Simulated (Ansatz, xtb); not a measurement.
## Relative energy of two isomers of C2H9FSSi2

We compare a, `CS[Si@H](F)C[SiH3]`, a singlet, with b, `C[SiH2]S[Si@H](C)F`, a singlet. Both are isolated molecules in the gas phase, relaxed with PBE-D3(BJ)/def2-SVP, each in the lowest conformer that the search found.

Quicker runs give these differences E(b) − E(a): GFN2-xTB −21.9 kcal/mol; HF/STO-3G −22.2 kcal/mol (at GFN2-xTB geometries); r2SCAN-D4/def2-SVP −29.2 kcal/mol (at GFN2-xTB geometries).

Task: Estimate E(b) − E(a) at the level CCSD(T)/def2-SVP + ΔMP2/def2-TZVPP.

Result: Calculated at CCSD(T)/def2-SVP + ΔMP2/def2-TZVPP: E(b) − E(a) = −27.9 kcal/mol, so structure b lies lower.

Level by level:

| level | geometry | E(b) − E(a) (kcal/mol) | departure from the last row (kcal/mol) | job, with rough time for the two |
| --- | --- | --- | --- | --- |
| GFN2-xTB | GFN2-xTB | −21.9 | +6.0 | optimisation, 0.29 s |
| HF/STO-3G | GFN2-xTB | −22.2 | +5.7 | single point, 0.4 s |
| r2SCAN-D4/def2-SVP | GFN2-xTB | −29.2 | −1.3 | single point, 4.2 s |
| PBE-D3(BJ)/def2-SVP | PBE-D3(BJ)/def2-SVP | −27.9 | 0.0 | optimisation, 46 s |
| HF/def2-SVP | PBE-D3(BJ)/def2-SVP | −29.1 | −1.2 | part of the CCSD(T) run |
| MP2/def2-SVP | PBE-D3(BJ)/def2-SVP | −28.3 | −0.3 | part of the CCSD(T) run |
| CCSD(T)/def2-SVP | PBE-D3(BJ)/def2-SVP | −27.1 | +0.9 | single point |
| CCSD(T)/def2-SVP + ΔMP2/def2-TZVPP | PBE-D3(BJ)/def2-SVP | −27.9 |  | single point, 58 s |

As drawn, b has 1 S–Si, 1 C–H in place of 1 C–S, 1 Si–H.

The levels shown agree on the order. The largest departure from CCSD(T)/def2-SVP + ΔMP2/def2-TZVPP is that of GFN2-xTB, 6.0 kcal/mol. The last row adds to CCSD(T) the change of the MP2 difference between the two basis sets, here −0.9 kcal/mol.

With thermal terms from frequencies at re-optimised GFN2-xTB minima (ideal gas, soft modes damped towards free rotors, one conformer each, 298.15 K, 1 atm): the zero-point term adds +1.7 kcal/mol; ΔH is −26.1 and ΔG −26.4 kcal/mol.

The correlated steps freeze 18 core orbitals. Codes used: Ansatz 0.2.0, xtb 6.7.1; the last row on 4 threads of Arm Neoverse V1 on a shared host.
